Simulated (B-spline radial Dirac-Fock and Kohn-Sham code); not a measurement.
Bi 6p3/2: cross section and angular parameters

System: the free bismuth atom in the configuration [Xe] 4f14 5d10 6s2 6p3; threshold 6.00 eV (orbital energy of the model). Level of theory: Dirac-Hartree-Slater photoionisation with a Latter tail; cross sections with all multipoles, angular parameters from the dipole term and its interference with E2; a radial atomic solver.

| hν (eV) | σ (kb) | β | γ | δ |
| --- | --- | --- | --- | --- |
| 60.5 | 90.5 | 1.033 | 0.291 | -0.027 |
| 63.5 | 79.8 | 0.928 | 0.301 | -0.029 |
| 65.1 | 74.9 | 0.873 | 0.304 | -0.029 |
| 77.3 | 49.6 | 0.490 | 0.298 | -0.031 |
| 80 | 45.9 | 0.417 | 0.291 | -0.030 |
| 140 | 16.6 | -0.232 | 0.022 | 0.005 |
| 143 | 16.1 | -0.232 | 0.013 | 0.006 |
| 157 | 14.1 | -0.214 | -0.023 | 0.014 |
| 185 | 11.5 | -0.123 | -0.060 | 0.025 |
| 200 | 10.4 | -0.060 | -0.065 | 0.029 |
| 300 | 6.52 | 0.361 | 0.008 | 0.039 |
| 325 | 5.94 | 0.447 | 0.037 | 0.039 |
| 386 | 4.86 | 0.628 | 0.104 | 0.036 |
| 396 | 4.71 | 0.654 | 0.114 | 0.036 |
| 399 | 4.67 | 0.661 | 0.117 | 0.035 |
| 435 | 4.20 | 0.746 | 0.152 | 0.033 |
| 600 | ? | ? | ? | ? |
| 798 | 1.88 | 1.222 | 0.304 | 0.011 |
| 982 | 1.39 | 1.341 | 0.298 | 0.005 |
| 1250 | 0.965 | 1.456 | 0.253 | 0.000 |
| 1486.9 | 0.736 | 1.526 | 0.202 | -0.002 |
| 2000 | 0.453 | 1.621 | 0.096 | -0.003 |
| 2140 | 0.403 | 1.639 | 0.071 | -0.003 |
| 2950 | 0.229 | 1.707 | -0.024 | 0.000 |
| 3790 | 0.143 | 1.742 | -0.049 | 0.004 |
| 5414.7 | 0.0700 | 1.768 | 0.035 | 0.011 |
| 7440 | 0.0355 | 1.768 | 0.251 | 0.016 |
| 7470 | 0.0352 | 1.767 | 0.254 | 0.016 |
| 12000 | 0.0118 | 1.728 | 0.829 | 0.028 |
| 13700 | 0.00857 | 1.709 | 1.037 | 0.032 |

**Question.** Give the values at 600 eV.

**Answer.** σ = 2.78 kb, β = 1.024, γ = 0.260, δ = 0.022.

Values without a named source are computed, but for edge energies of neutral atoms, which are taken from tables.
